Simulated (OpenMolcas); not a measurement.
**OpenMolcas run: As2+**

Input:

```
&GATEWAY
Coord
1

As 0.0 0.0 0.0
Basis=ANO-R1
Group=XYZ
NoMove
AngMom=0.0 0.0 0.0
AMFI
&SEWARD
&RASSCF
FileOrb=start.orb
Symmetry=2
Spin=4
nActEl=3 0 0
Inactive=8 6
Ras2=1 3
CIRoot=1 1 1
SDav=1
CIMx=300
Iter=120 100
PrWF=0.3
OrbListing=Nothing
MaxOrb=0
Atom
>>> COPY $Project.JobIph JOBPRE
&RASSCF
FileOrb=start.orb
Symmetry=2
Spin=4
nActEl=3 0 2
Inactive=8 6
Ras2=1 3
Ras3=5 0
CIRoot=1 1 1
SDav=46
CIMx=300
Iter=120 100
PrWF=0.3
OrbListing=Nothing
MaxOrb=0
Thrs=2.0e-7 1.0e-1 5.0e-4
Atom
>>> COPY $Project.JobIph JOB001
&RASSCF
FileOrb=start.orb
Symmetry=2
Spin=2
nActEl=3 0 2
Inactive=8 6
Ras2=1 3
Ras3=5 0
CIRoot=3 3 1
SDav=116
CIMx=300
Iter=120 100
PrWF=0.3
OrbListing=Nothing
MaxOrb=0
Thrs=2.0e-7 1.0e-1 5.0e-4
Atom
>>> COPY $Project.JobIph JOB002
&RASSCF
FileOrb=start.orb
Symmetry=1
Spin=4
nActEl=3 0 2
Inactive=8 6
Ras2=1 3
Ras3=5 0
CIRoot=3 3 1
SDav=28
CIMx=300
Iter=120 100
PrWF=0.3
OrbListing=Nothing
MaxOrb=0
Thrs=2.0e-7 1.0e-1 5.0e-4
Atom
>>> COPY $Project.JobIph JOB003
&RASSCF
FileOrb=start.orb
Symmetry=1
Spin=2
nActEl=3 0 2
Inactive=8 6
Ras2=1 3
Ras3=5 0
CIRoot=6 6 1
SDav=84
CIMx=300
Iter=120 100
PrWF=0.3
OrbListing=Nothing
MaxOrb=0
Thrs=2.0e-7 1.0e-1 5.0e-4
Atom
>>> COPY $Project.JobIph JOB004
&RASSI
NrOfJobIphs=3 3 3 6
1 2 3
1 2 3
1 2 3 4 5 6
IphNames
JOB002
JOB003
JOB004
EJob
SpinOrbit
DIPRint=1.0
SOCoupling=1000.0
Subsets=2
MEES
Property=10
'ANGMOM' 1 'ANGMOM' 2 'ANGMOM' 3 'MLTPL  1' 1 'MLTPL  1' 2 'MLTPL  1' 3
'AMFI' 1 'AMFI' 2 'AMFI' 3 'MLTPL  2' 6
SOProperty=3
'ANGMOM' 1 'ANGMOM' 2 'ANGMOM' 3
```

Launched by
```bash
OMP_NUM_THREADS=1 MOLCAS_MEM=2252 MOLCAS_PROJECT=a pymolcas a.inp > a.log  # once for each step of the input, in one work folder
```

A driver script runs the steps one by one and writes start.orb anew before each from the orbitals found so far.

Output, cut to the results:

```
--- SEWARD ---
Basis set label: AS.ANO-R...5S4P3D1F.

      Electronic valence basis set:
      ------------------
      Associated Effective Charge  33.000000 au
      Associated Actual Charge     33.000000 au
      Nuclear Model: Finite nucleus - Gaussian distribution
        Gaussian exponent, Xi/bohr**(-2):  2.50420E+08

      Shell  nPrim  nBasis  Cartesian Spherical Contaminant
         s      21       5        X
         p      15       4        X
         d       9       3                 X
         f       6       1                 X
                  Relativistic X2C integrals
                  Atomic mean-field integrals
--- RASSCF ---
Wave function specifications:
      -----------------------------

      Number of closed shell electrons          28
      Number of electrons in active shells       3
      Max number of holes in RAS1 space          0
      Max nr of electrons in RAS3 space          2
      Number of inactive orbitals               14
      Number of active orbitals                  9
      Number of secondary orbitals              16
      Spin quantum number                      1.5
      State symmetry                             2
Orbital specifications:
      -----------------------

      Symmetry species                           1   2
                                                ag  au
      Frozen orbitals                            0   0
      Inactive orbitals                          8   6
      Active orbitals                            6   3
      RAS1 orbitals                              0   0
      RAS2 orbitals                              1   3
      RAS3 orbitals                              5   0
      Secondary orbitals                         6  10
      Deleted orbitals                           0   0
      Number of basis functions                 20  19
      Number of CSFs                            46
      Number of root(s) required                 1
      Iter CI   SX   CI       RASSCF       Energy    max ROT     max BLB   max BLB  Level Ln srch  Step   QN
          iter iter root      energy       change     param      element    value   shift minimum  type update
 Nr of preliminary CI iterations:   1
 ###############################################################################
 ###############################################################################
 ###                                                                         ###
 ###                                                                         ###
 ###    WARNING: Problems in orbital optimization.                           ###
 ###                                                                         ###
 ###                                                                         ###
 ###############################################################################
 ###############################################################################
  Warning: In symmetry  1, orbital p=   9 has diagonal density matrix element D(p,p) close to zero. D(p,p)=  3.174095E-24
      Total energies have been shifted. Add                -2000.00 au
        ...
 ###############################################################################
 ###############################################################################
  Warning: In symmetry  1, orbital p=   9 has diagonal density matrix element D(p,p) close to zero. D(p,p)=  2.579667E-24
        4   1    2    1  -257.34360542   -1.82E-12   6.93E-08    4  16 1 -9.34E-07   0.50   0.00    SX    NO
      Convergence after  4 iterations
        5   1    2    1  -257.34360542   -4.09E-12   6.93E-08    4  16 1  4.11E-07   0.50   0.00    SX    NO
      Natural orbitals and occupation numbers for root  1
      sym 1:   0.000000   0.005441   0.005441   0.005441   0.005441   0.005441
      sym 2:   0.990932   0.990932   0.990932
::    RASSCF root number  1 Total energy:  -2257.34360542
--- RASSCF ---
Wave function specifications:
      -----------------------------

      Number of closed shell electrons          28
      Number of electrons in active shells       3
      Max number of holes in RAS1 space          0
      Max nr of electrons in RAS3 space          2
      Number of inactive orbitals               14
      Number of active orbitals                  9
      Number of secondary orbitals              16
      Spin quantum number                      0.5
      State symmetry                             2
Orbital specifications:
...
--- RASSI ---
SPIN-FREE ENERGIES:
  (Shifted by EMIN (a.u.) =      -2258.1152532343)

 SF State       Relative EMIN(au)   Rel lowest level(eV)    D:o, cm**(-1)      L_eff

     1             0.0000000000        0.0000000000              0.0000         1.0
     2             0.0000000000        0.0000000000              0.0000         1.0
     3             0.0000000000        0.0000000000              0.0000         1.0
     4             0.2766336189        7.5275842534          60714.0615         1.0
     5             0.2766336189        7.5275842534          60714.0615         1.0
     6             0.2766336189        7.5275842534          60714.0615         1.0
     7             0.3772763302       10.2662119433          82802.5835         2.0
     8             0.3772763302       10.2662119433          82802.5835         2.0
     9             0.3772763302       10.2662119433          82802.5835         2.0
    10             0.3772763302       10.2662119433          82802.5835         2.0
    11             0.3772763302       10.2662119433          82802.5835         2.0
    12             0.4895687044       13.3218431092         107447.9109         0.0
     Dipole printing threshold changed to   1.00000000E+00

++ Dipole transition strengths (spin-free states):
   -----------------------------------------------
     for osc. strength at least  1.00000000E+00

  ( Max oscillator strength is only   0.12064381983074905      )
--
Eigenvalues of complex Hamiltonian:
   -----------------------------------
  (Shifted by EMIN (a.u.) =      -2258.1152532343)

 SO State       Relative EMIN(au)   Rel lowest level(eV)    D:o, cm**(-1)     J-value

     1            -0.0088602187        0.0000000000              0.0000         0.4
     2            -0.0088602187        0.0000000000              0.0000         0.4
     3             0.0044301094        0.3616482514           2916.8899         1.0
...
```

The J values that RASSI prints are effective ones from its own formula and need not be integers or half-integers; the table below assigns J from the states.

Levels above the lowest, from the spin-orbit matrix, grouped by J:

| Configuration | Term | J | E (cm⁻¹) | Measured (cm⁻¹) | g | Term weight % |
| --- | --- | --- | --- | --- | --- | --- |
| 4s² 4p | ²P° | 1/2 | 0.0 | 0.0 | 0.666 | 100 |
| 4s² 4p | ²P° | 3/2 | 2917 | 2940 | 1.334 | 100 |
| 4s 4p² | ⁴P | 1/2 | 60893 |  | 2.669 | 100 |
| 4s 4p² | ⁴P | 3/2 | 61982 |  | 1.735 | 100 |
| 4s 4p² | ⁴P | 5/2 | 63579 |  | 1.600 | 100 |
| 4s 4p² | ²D | 3/2 | 84709 | 85309 | 0.800 | 100 |
| 4s 4p² | ²D | 5/2 | 84858 | 85630 | 1.202 | 100 |

Against the 3 measured excited levels shown (Moore, Atomic Energy Levels, vol. II, NSRDS-NBS 35 (1971 reprint of NBS Circular 467, 1952)) the mean absolute deviation is 460 cm-1; the largest miss in energy is 4s 4p² ²D_5/2: computed 84858, measured 85630 cm⁻¹ (-0.9 %).

Some high roots are left out of the spin-orbit mixing, which shifts the levels that they would mix with. Active for correlation alone: 4d; no level in the range computed is led by a configuration that fills it, so any true level of that kind is missing. Measured partners are found by configuration, term and J. A level has none where our copy of the source lacks it or the pairing is in doubt (some pairs that miss far off the trend of their configuration count as doubtful), and it then counts in no deviation. Only configurations of the active space appear. The first state left out of the spin-orbit step lies near 120000 cm-1 above the lowest spin-free state of the reference (among the parities and spins computed), and the list stops at four fifths of that energy or lower.

The term weight is that of the spin-free term in the level, not the purity of its configuration. ° marks odd parity.
